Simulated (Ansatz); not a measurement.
Consider the redistribution: `[Cl][Hf]([Cl])([Cl])[Br]` + `[OH][Hf]([F])([SH])[Cl]` → `[SH][Hf]([Cl])([Cl])[Cl]` + `[OH][Hf]([F])([Cl])[Br]`.

Program: Ansatz. Geometries: PBE0-D4/def2-TZVP. ΔE: electronic, gas phase. CCSD(T)/CBS is the MP2 limit (def2-TZVPP, def2-QZVPP) plus CCSD(T) − MP2 in def2-TZVPP, frozen cores. DFT in def2-TZVPP. Elements past krypton have def2 core potentials. For Br, Hf outer-core shells are correlated without core-valence functions, which leaves a few kJ/mol of doubt a bond. Scalar relativity is left out up to krypton. Each species was taken in one conformer, which may not be the lowest.

```csv
level,ΔE (kJ/mol)
r2SCAN-D4,-2.9
r2SCAN0,-3.1
CCSD/def2-TZVPP,-2.8
CCSD(T)/def2-TZVPP,-2.6
```

**Question.** What does CCSD(T)/CBS give? (Best estimate.)

**Answer.** The calculation gave: -2.1 kJ/mol. The listed levels differ from it by -0.8, -1.0, -0.7, -0.5 kJ/mol.

**Question.** What do rigid-rotor, harmonic-oscillator terms from PBE0-D4/def2-TZVP frequencies (298.15 K, 1 bar) make of the CCSD(T)/CBS value? (Best estimate.)

**Answer.** Computed: ΔZPE = -0.4 kJ/mol, ΔH = -2.3 kJ/mol, ΔS = 12 J/(mol·K), ΔG = -6.0 kJ/mol.

Largest T1 diagnostic among the species: 0.015.

Leaving LDA and LC-ωPBE aside and taking each functional with its dispersion term where it has one, the values, not all of them listed here, spread over 1.4 kJ/mol, from BHLYP-D4 to PBE-D4.
